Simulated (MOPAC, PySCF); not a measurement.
HCl3Ge, SMILES `[Cl][GeH]([Cl])[Cl]`, neutral singlet in the gas phase. 

Z-matrix (Å, degrees):
```
Ge
H 1 1.5260
Cl 1 2.1441 2 110.44
Cl 1 2.1441 2 110.44 3 -120.00
Cl 1 2.1441 2 110.44 3 120.00
```
Charge 0, multiplicity 1.

All levels are single points at this geometry (B3LYP-D3(BJ)/def2-TZVP); Pople sets use spherical d functions. Orbital energies aren't observables, and empty levels follow the basis.

| level | HOMO (eV) | LUMO (eV) | gap (eV) | dipole (D) | vertical IE, Delta-SCF (eV) |
|---|---|---|---|---|---|
| ωB97X-D3(BJ)/def2-TZVP in PySCF | -11.90 | 0.54 | 12.44 | 1.55 | – |
| B3LYP/3-21G in PySCF | -9.34 | -2.25 | 7.10 | 2.28 | – |
| B3LYP/6-311+G** (LANL2DZ on Ge) in PySCF | -9.27 | -2.16 | 7.11 | 1.87 | – |
| B3LYP/6-31G* in PySCF | -9.03 | -1.93 | 7.10 | 1.70 | 11.50 |
| SVWN5/6-31G* in PySCF | -8.00 | -2.84 | 5.15 | 1.67 | – |
| PM6 in MOPAC | -11.35 | -1.51 | 9.83 | 2.62 | – |
